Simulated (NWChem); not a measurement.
# YClF2; SMILES [F][Y]([Cl])[F]

```xyz
4

Y      0.0000     0.0000     0.3172
F      0.0000     1.6966     1.3425
F      0.0000    -1.6966     1.3425
Cl     0.0000     0.0000    -2.1492
```
Atoms are numbered in this order, from 1.

Structure relaxed at the PBE0/def2-SVP level. No frequency run checked for a minimum. def2 effective core potentials on Y; no spin-orbit coupling.

Symmetry labels are those of C2v in the frame above (b1 and b2, or b-type labels, depend on it).

Problem. List the 4 lowest vertical singlet excitations from CAM-B3LYP/def2-SVPD with def2 effective core potentials on Y, TDA (NWChem).

Solution. 
```tsv
state	energy (eV)	oscillator strength	symmetry	leading excitation (squared amplitude)
S1	5.36	0.009	b2	HOMO → LUMO (0.98)
S2	5.50	0.036	b1	HOMO−1 → LUMO (0.98)
S3	5.89	0.001	a1	HOMO−2 → LUMO (0.98)
S4	6.62	0.000	a2	HOMO → LUMO+1 (0.98)
```
